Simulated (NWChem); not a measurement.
System: BeH₂; SMILES [BeH2]

Excerpt of the output:

```
             Northwest Computational Chemistry Package (NWChem) 7.3.0
             --------------------------------------------------------

                             Geometry "geometry" -> ""
                             -------------------------

 Output coordinates in angstroms (scale by  1.889725989 to convert to a.u.)

  No.       Tag          Charge          X              Y              Z
 ---- ---------------- ---------- -------------- -------------- --------------
    1 Be                   4.0000     0.00000000     0.00000000     0.00000000
    2 H                    1.0000     0.00000000     0.00000000     1.33899100
    3 H                    1.0000     0.00000000     0.00000000    -1.33899100

 Effective nuclear repulsion energy (a.u.)       3.3592508213

  pbe96 is a nonlocal functional; adding pw91lda local functional.

                                 NWChem DFT Module
                                 -----------------

 Summary of "ao basis" -> "ao basis" (spherical)
 ------------------------------------------------------------------------------
       Tag                 Description            Shells   Functions and Types
 ---------------- ------------------------------  ------  ---------------------
 Be                         def2-svp                 5        9   3s2p
 H                          def2-svp                 3        5   2s1p

            General Information
            -------------------
          SCF calculation type: DFT
          Wavefunction type:  closed shell.
          No. of atoms     :     3
          No. of electrons :     6
           Alpha electrons :     3
            Beta electrons :     3
          Charge           :     0
          Spin multiplicity:     1
          Use of symmetry is: off; symmetry adaption is: off
          Maximum number of iterations: 150
          AO basis - number of functions:    19
                     number of shells:    11
          Convergence on energy requested:  1.00D-06
          Convergence on density requested:  1.00D-05
          Convergence on gradient requested:  5.00D-04

              XC Information
              --------------
                     Hartree-Fock (Exact) Exchange  1.000
                     LC-wPBE(h)Exchange Functional  1.000
            Perdew 1991 LDA Correlation Functional  1.000 local
           PerdewBurkeErnz. Correlation Functional  1.000 non-local

           Range-Separation Parameters
           ---------------------------
           Alpha           :  0.00
           Beta            :  1.00
           Gamma           :  0.50
           Short-Range HF  :     F

             Grid Information
             ----------------
          Grid used for XC integration:  medium
          Radial quadrature: Mura-Knowles
          Angular quadrature: Lebedev.
          Tag              B.-S. Rad. Rad. Pts. Rad. Cut. Ang. Pts.
          ---              ---------- --------- --------- ---------
          Be                  1.05       49           7.0       434
          H                   0.35       45           8.0       434
          Grid pruning is: on
          Number of quadrature shells:   139
          Spatial weights used:  Erf1

      Superposition of Atomic Density Guess
      -------------------------------------

 Sum of atomic energies:         -15.55228489

      Non-variational initial energy
      ------------------------------

 Total energy =     -15.599671
 1-e energy   =     -26.470167
 2-e energy   =       7.511246
 HOMO         =      -0.356126
 LUMO         =       0.033009

   convergence    iter        energy       DeltaE   RMS-Dens  Diis-err
 ---------------- ----- ----------------- --------- --------- ---------
 d= 0,ls=0.0,diis     1    -15.8619086409 -1.92D+01  1.46D-02  4.22D-02
 d= 0,ls=0.0,diis     2    -15.8737919458 -1.19D-02  4.87D-03  2.07D-03
 d= 0,ls=0.0,diis     3    -15.8745716128 -7.80D-04  8.47D-04  3.12D-05
 d= 0,ls=0.0,diis     4    -15.8745852631 -1.37D-05  7.49D-05  2.65D-07
 d= 0,ls=0.0,diis     5    -15.8745853383 -7.52D-08  9.59D-07  1.17D-10

         Total DFT energy =      -15.874585338347
      One electron energy =      -27.010997773355
           Coulomb energy =       11.330513275412
    Exchange-Corr. energy =       -3.553351661730
 Nuclear repulsion energy =        3.359250821325

 Numeric. integr. density =        5.999999913877

                       DFT Final Molecular Orbital Analysis
                       ------------------------------------

 Vector    1  Occ=2.000000D+00  E=-4.127128D+00
              MO Center= -3.1D-14, -3.5D-15, -1.1D-09, r^2= 6.7D-02
   Bfn.  Coefficient  Atom+Function         Bfn.  Coefficient  Atom+Function
  ----- ------------  ---------------      ----- ------------  ---------------
     1      0.990570  1 Be s                  2      0.038731  1 Be s

 Vector    2  Occ=2.000000D+00  E=-4.876692D-01
              MO Center= -5.7D-11, -6.5D-11, -1.6D-06, r^2= 2.1D+00
   Bfn.  Coefficient  Atom+Function         Bfn.  Coefficient  Atom+Function
  ----- ------------  ---------------      ----- ------------  ---------------
     2      0.428204  1 Be s                 10      0.288830  2 H  s
    15      0.288830  3 H  s                  1     -0.223421  1 Be s
    11      0.175381  2 H  s                 16      0.175379  3 H  s
     3      0.047650  1 Be s                 14     -0.025392  2 H  pz
    19      0.025392  3 H  pz

 Vector    3  Occ=2.000000D+00  E=-4.478340D-01
              MO Center=  4.5D-12,  4.9D-12,  1.7D-06, r^2= 2.2D+00
   Bfn.  Coefficient  Atom+Function         Bfn.  Coefficient  Atom+Function
  ----- ------------  ---------------      ----- ------------  ---------------
     6      0.419109  1 Be pz                10     -0.311276  2 H  s
    15      0.311275  3 H  s                  9     -0.136282  1 Be pz
    11     -0.105948  2 H  s                 16      0.105947  3 H  s

 Vector    4  Occ=0.000000D+00  E= 4.814478D-02
              MO Center= -2.4D-12,  2.4D-12, -3.8D-09, r^2= 4.2D+00
   Bfn.  Coefficient  Atom+Function         Bfn.  Coefficient  Atom+Function
  ----- ------------  ---------------      ----- ------------  ---------------
     8     -0.527654  1 Be py                 7      0.519354  1 Be px
     5      0.254927  1 Be py                 4     -0.250918  1 Be px

 Vector    5  Occ=0.000000D+00  E= 4.814478D-02
              MO Center=  1.2D-10,  1.2D-10, -3.8D-09, r^2= 4.2D+00
   Bfn.  Coefficient  Atom+Function         Bfn.  Coefficient  Atom+Function
  ----- ------------  ---------------      ----- ------------  ---------------
     7      0.527654  1 Be px                 8      0.519354  1 Be py
     4     -0.254927  1 Be px                 5     -0.250918  1 Be py

 Vector    6  Occ=0.000000D+00  E= 1.163877D-01
              MO Center= -8.2D-12,  8.4D-12, -1.5D-05, r^2= 7.4D+00
   Bfn.  Coefficient  Atom+Function         Bfn.  Coefficient  Atom+Function
  ----- ------------  ---------------      ----- ------------  ---------------
     3      1.961224  1 Be s                 11     -0.770913  2 H  s
    16     -0.770939  3 H  s                  2     -0.310523  1 Be s
    10     -0.144469  2 H  s                 15     -0.144469  3 H  s
     1      0.036159  1 Be s

     Multipole analysis of the density
     ---------------------------------

     L   x y z        total         alpha         beta         nuclear
     -   - - -        -----         -----         ----         -------
     0   0 0 0     -0.000000     -3.000000     -3.000000      6.000000

     1   1 0 0      0.000000      0.000000      0.000000      0.000000
     1   0 1 0      0.000000      0.000000      0.000000      0.000000
     1   0 0 1     -0.000000     -0.000000     -0.000000      0.000000

     2   2 0 0     -4.989740     -2.494870     -2.494870      0.000000
     2   1 1 0     -0.000000     -0.000000     -0.000000      0.000000
     2   1 0 1     -0.000000     -0.000000     -0.000000      0.000000
     2   0 2 0     -4.989740     -2.494870     -2.494870      0.000000
     2   0 1 1     -0.000000     -0.000000     -0.000000      0.000000
     2   0 0 2     -8.590494    -10.697797    -10.697797     12.805100

                                 NWChem DFT Module
                                 -----------------

            General Information
            -------------------
          SCF calculation type: DFT
          Wavefunction type:  spin polarized.
          No. of atoms     :     3
          No. of electrons :     5
           Alpha electrons :     3
            Beta electrons :     2
          Charge           :     1
          Spin multiplicity:     2
          Use of symmetry is: off; symmetry adaption is: off
          Maximum number of iterations: 150
          This is a Direct SCF calculation.
          AO basis - number of functions:    19
                     number of shells:    11
          Convergence on energy requested:  1.00D-06
          Convergence on density requested:  1.00D-05
          Convergence on gradient requested:  5.00D-04

              XC Information
              --------------
                     Hartree-Fock (Exact) Exchange  1.000
                     LC-wPBE(h)Exchange Functional  1.000
            Perdew 1991 LDA Correlation Functional  1.000 local
           PerdewBurkeErnz. Correlation Functional  1.000 non-local

           Range-Separation Parameters
           ---------------------------
           Alpha           :  0.00
           Beta            :  1.00
           Gamma           :  0.50
           Short-Range HF  :     F

[...]
```

Level: LC-wPBE (HJS exchange hole, range parameter 0.5 per bohr)/def2-SVP, vertical spin-unrestricted ions. The geometry was optimised at PBE0/def2-SVP.

**Question.** Reconstruct the input file.

**Answer.** Several could match; the one computed here: the input that was run:
```
start job
memory heap 200 mb stack 900 mb global 1100 mb
geometry units angstroms noautosym nocenter noautoz
  Be     0.000000     0.000000     0.000000
  H      0.000000     0.000000     1.338991
  H      0.000000     0.000000    -1.338991
end
basis spherical
  * library def2-svp
end
dft
  xc xwpbe 1.00 cpbe96 1.0 hfexch 1.00
  cam 0.5 cam_alpha 0.0 cam_beta 1.0
  iterations 150
  vectors input atomic output neutral.movecs
end
task dft energy
charge 1
dft
  odft
  mult 2
  vectors input atomic output cation.movecs
end
task dft energy
```
